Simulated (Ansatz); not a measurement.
Start from `B[N]([GeH3])C=C` and change one atom or group to get `B[NH][GeH3]`.

Ansatz, PBE0-D4/def2-TZVP geometries, multiplicity 1. Each molecule was computed in one conformer, which needn't be the lowest.

Scalar relativity is left out up to krypton.

| property | `B[N]([GeH3])C=C` |
| --- | --- |
| HOMO–LUMO gap (B3LYP/def2-TZVPP) / eV | 5.91 |
| HOMO energy (PBE0/def2-TZVPP) / eV | -6.91 |
| LUMO energy (B3LYP/def2-TZVPP) / eV | -0.78 |
| size of the dipole moment (B3LYP/def2-TZVPP) / D | 1.16 |
| HOMO–LUMO gap (PBE/def2-TZVPP) / eV | 4.37 |
| HOMO energy (B3LYP/def2-TZVPP) / eV | -6.69 |

What does the change do to each property? (Estimate.)

The calculation gave: 
| property | `B[NH][GeH3]` | shift |
| --- | --- | --- |
| HOMO–LUMO gap (B3LYP/def2-TZVPP) / eV | 7.93 | 2.02 |
| HOMO energy (PBE0/def2-TZVPP) / eV | -8.34 | -1.43 |
| LUMO energy (B3LYP/def2-TZVPP) / eV | -0.17 | 0.61 |
| size of the dipole moment (B3LYP/def2-TZVPP) / D | 1.73 | 0.57 |
| HOMO–LUMO gap (PBE/def2-TZVPP) / eV | 6.17 | 1.80 |
| HOMO energy (B3LYP/def2-TZVPP) / eV | -8.10 | -1.41 |

With PBE0 the HOMO falls by 1.43 eV and the LUMO rises by 0.62 eV, so the gap widens by about 2.05 eV. PBE moves the HOMO by -1.18 eV and ωB97M-V by -1.55 eV. Dipoles are sizes alone; their direction can turn.

B3LYP here is the variant with VWN-RPA as its local correlation; programs differ in this.
